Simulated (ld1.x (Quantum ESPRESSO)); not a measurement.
# Transferability test, PAW potential for chromium (Cr)

| Item | Value |
| --- | --- |
| Element | Cr (Z = 24) |
| Generator | ld1.x (Quantum ESPRESSO) 7.5 |
| Type | PAW |
| Functional | LDA (PZ) |
| Relativity | fully relativistic |
| Frozen core | [Ne] |
| Valence charge | 14 |
| Reference configuration | 3s2 3p6 3d5.5 4s0.5 4p0 |
| Partial waves | 3s (bound): rcut 1.40, rcutus 1.70 bohr; 4s (bound): rcut 1.40, rcutus 1.70 bohr; 3p (bound): rcut 1.45, rcutus 1.60 bohr; 4p (bound, empty): rcut 1.45, rcutus 1.60 bohr; 3d (bound): rcut 1.00, rcutus 1.35 bohr; 3d channel at 0.55 Ry: rcut 1.00, rcutus 1.35 bohr |
| Local potential | all-electron potential smoothed inside 1.40 bohr (lloc = -1) |
| Core correction | Bessel-smoothed model core inside 0.65 bohr |
| Augmentation charge | PSQ, inside the norm-conserving radii |

Open shells are filled in proportion to 2j + 1 (rel_dist='average').

Energies are relative to the spin-unpolarised reference configuration 3s2 3p6 3d5.5 4s0.5 4p0; without spin polarisation the order of configurations can differ from experiment.

| valence configuration | charge | ΔE all-electron (eV) | error AE − PS (meV) |
| --- | --- | --- | --- |
| 3s2 3p6 3d5 4s1 4p0 | 0 | -0.717 | 0.0 |
| 3s2 3p5 3d5 4s1 4p0 | +1 | 50.758 | -5.4 |
| 3s1 3p6 3d5 4s1 4p0 | +1 | 79.154 | -7.5 |
| 3s2 3p6 3d4 4s1 4p0 | +1 | 7.535 | -0.5 |
| 3s2 3p6 3d6 4s0 4p0 | 0 | 1.007 | 0.0 |

Problem. What are ΔE and the potential's error for 3s2 3p6 3d4 4s0 4p0?

Solution. ΔE = 22.766 eV all-electron; the error (AE − PS) is +0.4 meV.

Problem. What are ΔE and the potential's error for 3s2 3p6 3d5 4s0 4p0?

Solution. ΔE = 6.423 eV all-electron; the error (AE − PS) is -0.2 meV.

Levels in the configuration 3s2 3p5 3d5 4s1 4p0:

```csv
level,all-electron (eV),pseudo (eV)
3s j=1/2,-86.779,-86.794
3p j=1/2,-59.098,-59.112
3p j=3/2,-58.045,-58.058
3d j=3/2,-15.077,-15.082
3d j=5/2,-14.981,-14.986
4s j=1/2,-11.840,-11.839
```

The ghost test of this file was not conclusive.
